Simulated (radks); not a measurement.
Lu, 71 electrons, occupied as [Xe] 4f14 5d1 6s2 (the NIST ground configuration).

All-electron calculation, scalar-relativistic Kohn-Sham, LDA (Slater exchange, VWN5 correlation), spin-unpolarised, spherical densities, point nucleus; hard spherical wall at 10 bohr. Program: a radial shooting solver on a logarithmic mesh with Libxc functionals.

Energy parts (eV):
total: -396049.51
kinetic: 432710.07
electron-nucleus: -976263.68
Hartree: 155432.38
exchange-correlation: -7928.28

Orbitals (lengths in bohr, moments of r in powers of bohr; <r^-3> diverges for s and p1/2; r(max) is where P^2 peaks):
orbital  occ.  eigenvalue (eV)       <r^4>   <r^-3>   r(max)
1s          2        -63191.34   7.082e-07        -  0.01214
2s          2        -10757.68   0.0001083        -  0.06935
2p          6        -9467.388  0.00008353    16850  0.05661
3s          2        -2437.261    0.004037        -   0.1959
3p          6        -2050.130    0.004296     3695   0.1932
3d         10        -1584.598    0.003338    483.3   0.1573
4s          2        -484.4307     0.09713        -   0.4462
4p          6        -357.3399      0.1295    845.5   0.4672
4d         10        -191.5817      0.1985    93.34   0.4808
5s          2         -61.0672       3.582        -    1.042
5p          6         -31.6598       7.892    106.8    1.195
4f         14          -9.6823       1.566    13.91   0.4677
6s          2          -4.7098       325.6        -    3.025
5d          1          -1.8017       202.9    3.146    1.855
6p          0          -1.1523       848.6    6.392    4.199
7s          0           1.9756        2105        -    6.779
5f          0           4.2949        2050  0.03138    6.491

The highest occupied level is 5d at -1.802 eV. The density falls to 0.001 e/bohr^3 at r = 5.04 bohr. The pressure on the wall is 0.0340 GPa. Summed over all electrons, <r^2> = 71.88 bohr^2, which gives a Langevin (diamagnetic) susceptibility term of -56.9 x 10^-6 cm^3/mol.
